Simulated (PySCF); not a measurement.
C₅H₄F₂O, SMILES C=C=CO/C(F)=C\F. Heavy atoms are numbered as in [CH2:1]=[C:2]=[CH:3][O:4]/[C:5]([F:6])=[CH:7]\[F:8]. Hydrogens are named by the atom that carries them.

Coordinates come from a B3LYP-D3(BJ)/def2-SVP optimisation. The structure was generated by enumeration; whether it is a known compound was not checked. One conformer was computed; it need not be the lowest.

Calculation: PBE/pcSseg-1 in PySCF.

GIAO shieldings, no solvent; atoms alike by connectivity are averaged. δ = σ(ref) − σ: ¹³C against TMS (σ = 182.0 ppm); ¹⁷O against H2O (σ = 334.3 ppm); ¹⁹F against CFCl3 (σ = 133.6 ppm); ¹H against TMS (σ = 31.49 ppm), references at their B3LYP-D3(BJ)/def2-TZVP geometries, non-relativistic.

| nucleus | atoms | count | δ (ppm) |
|---|---|---|---|
| ¹³C | C2 | 1 | 216.0 |
| ¹³C | C5 | 1 | 163.6 |
| ¹³C | C7 (CH) | 1 | 135.9 |
| ¹³C | C3 (CH) | 1 | 128.6 |
| ¹³C | C1 (CH2) | 1 | 101.5 |
| ¹⁷O | O4 | 1 | 159.5 |
| ¹⁹F | F6 | 1 | -152.2 |
| ¹⁹F | F8 | 1 | -216.8 |
| ¹H | H on C3 | 1 | 7.28 |
| ¹H | H on C7 | 1 | 7.06 |
| ¹H | H on C1 | 2 | 6.21 |
